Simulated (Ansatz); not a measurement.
Ansatz (a program for electronic structure) input (RI-MP2/def2-QZVPPD):
A basis named .json is the Basis Set Exchange file of that set.

Ansatz 0.2 input:
```yaml
crystal:
  periodic: [false, false, false]
  atoms:
    - {symbol: Te, position_ang: [0.00612831, 0.00484004, 0.42130173]}
    - {symbol: Cl, position_ang: [1.07935398, -1.41996406, -1.06972775]}
    - {symbol: Cl, position_ang: [1.95020124, 1.51697523, 0.37997976]}
    - {symbol: Cl, position_ang: [-1.11048190, 1.39537973, -1.07021764]}
    - {symbol: Cl, position_ang: [-1.93781874, -1.50719573, 0.47127797]}
basis:
  gaussian:
    orbitals: def2-QZVPPD.json
    fitting: {mean_field: def2-universal-jkfit, correlation: def2-QZVPPD-RIFIT.json}
total_charge: -1
magnetization: {spin_polarized: true, initial_magnetization: 1}
correlation: {method: mp2, electrons: outside_noble_gas}
```

End of the output:

```
integrals: 1.12 GiB planned
730 factors; integrals over basis functions are off by at most 1.5e0 eV
mean field: 2.48 GiB planned
mean field evaluation 1: about -57279.4304 eV, gradient 2.8e1 eV
mean field evaluation 2: about -57281.3746 eV, gradient 2.8e1 eV
mean field evaluation 4: about -57284.7709 eV, gradient 1.5e0 eV
mean field evaluation 8: about -57284.8598 eV, gradient 2.3e-3 eV
mean field evaluation 16: about -57285.1597 eV, gradient 9.5e-2 eV
mean field evaluation 32: about -57278.8745 eV, gradient 7.7e0 eV
mean field -57285.15979619 eV, -2105.1907932341 hartree, gradient 2.1e-6 eV, S^2 0.774153; 5 other end points of the search recorded, 0 dependent functions left out
29 core orbitals not correlated
1024 factors; their error is unknown
reference -57285.15979619 eV, -2105.1907932341 hartree; 18, 17 occupied and 360, 361 virtual orbitals, 1024 factors
second order -28.00466213 eV of doubles, -0.00000000 eV of singles
Total energy: -57313.16445832 eV, -2106.2199455850 hartree
```

This state (charge -1, doublet) is run at the relaxed geometry of the species with charge 0 and multiplicity 1.
